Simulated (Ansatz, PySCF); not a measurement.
C7H5NO2S, SMILES CN1C(=O)c2cscc2C1=O.

Geometry optimised at TPSSh-D3(BJ)/def2-SVP. A frequency run showed that this geometry is not a minimum.

Vertical ionisation energy (IE) and electron affinity (EA) in eV. Rows of orbital energies are one-electron estimates. Where ΔSCF, EOM or ADC give a negative EA the extra electron is unbound and the value depends on the basis.

```tsv
level	IE	EA
−ε(HOMO), −ε(LUMO), PBE0/def2-SVP (PySCF)	7.73	1.85
−ε(HOMO), −ε(LUMO), PBE/def2-SVP (PySCF)	6.11	2.66
ΔSCF, PBE0/def2-SVPD (Ansatz), final states of multiplicity 2 and 2	9.51	0.44
ΔSCF, PBE/def2-SVPD (Ansatz), final states of multiplicity 2 and 2	9.09	0.47
```

What vertical singlet–triplet gap does ΔSCF give with PBE0/def2-SVPD (Ansatz, an electronic-structure program) and with PBE/def2-SVPD (Ansatz)? (An estimate is asked for; the answer gives what the named calculation found.)

3.60 and 3.42 eV (triplet above singlet where positive).
